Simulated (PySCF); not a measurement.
AlF2H3O2Si, SMILES [OH][Al]([OH])[SiH](F)F. Atoms are numbered in the order given.

```xyz
9

Si    -1.2367    -0.2965     0.0263
F     -1.8291     0.5906     1.2569
F     -1.8332     0.3477    -1.3458
Al     1.1721    -0.1182     0.0114
O      2.0453    -1.5747     0.0463
O      1.8471     1.4355    -0.0305
H     -1.8329    -1.6532     0.1529
H      2.9857    -1.7585     0.0459
H      2.7447     1.7686    -0.0410
```

Coordinates come from a ωB97X-D3(BJ)/def2-SVP optimisation. The structure was generated by enumeration; whether it is a known compound was not checked. The values are those of a single conformer.

Two levels are set side by side: PBE/pcSseg-1 (PySCF) and HF/pcSseg-1 (PySCF). GIAO shifts against CFCl3 (¹⁹F), H2O (¹⁷O), TMS (²⁹Si), TMS (¹H) at the same level; non-relativistic, no solvent, atoms listed together averaged. Differences are taken from unrounded values.

```
quantity                    HF
----------------------  ------
δ(²⁹Si) of Si1 (ppm)       4.6
δ(¹⁹F) of F2, F3 (ppm)  -125.2
δ(¹H) of H7 (ppm)         5.03
δ(¹H) of H8, H9 (ppm)     2.44
```

What does PBE give, and how far is it from HF? (An estimate is asked for; the answer gives what the named calculation found.)


| quantity | PBE | PBE minus HF |
|---|---|---|
| δ(²⁹Si) of Si1 (ppm) | 23.1 | 18.4 |
| δ(¹⁹F) of F2, F3 (ppm) | -162.2 | -37.1 |
| δ(¹H) of H7 (ppm) | 6.04 | 1.01 |
| δ(¹H) of H8, H9 (ppm) | 2.42 | -0.02 |

Rough cost on one machine, each run with all the roots and properties that it gave: HF against PBE within a factor of 2.
